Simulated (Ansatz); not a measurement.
The same β-hydride elimination along the group O, S, Se, Te.

Isolated molecules relaxed with PBE0-D4/def2-TZVP in Ansatz; ΔE leaves out vibrations. CCSD(T)/CBS is the MP2 limit (def2-TZVPP, def2-QZVPP) plus CCSD(T) − MP2 in def2-TZVPP, frozen cores. This one scheme is used for every species. DFT in def2-TZVPP. def2 core potentials past Kr. For Se, Te outer-core shells are correlated without core-valence functions, which leaves a few kJ/mol of doubt a bond. Scalar relativity is left out up to krypton. Each species was taken in one conformer, which may not be the lowest.

```tsv
reaction	r2SCAN-D4 (kJ/mol)
`CC[SiH2]O` → `O[SiH3]` + `C=C`	154
`CC[SiH2]S` → `[SiH3]S` + `C=C`	153
`CC[SiH2][SeH]` → `[SiH3][SeH]` + `C=C`	154
`CC[SiH2][TeH]` → `[SiH3][TeH]` + `C=C`	153
```

(1) Give the CCSD(T)/CBS values in the same order. (Best estimate.)

Largest T1 diagnostic: 0.011, for `[SiH3]S`.

Answers

(1) The calculation gave: 143, 143, 145, 145 kJ/mol.
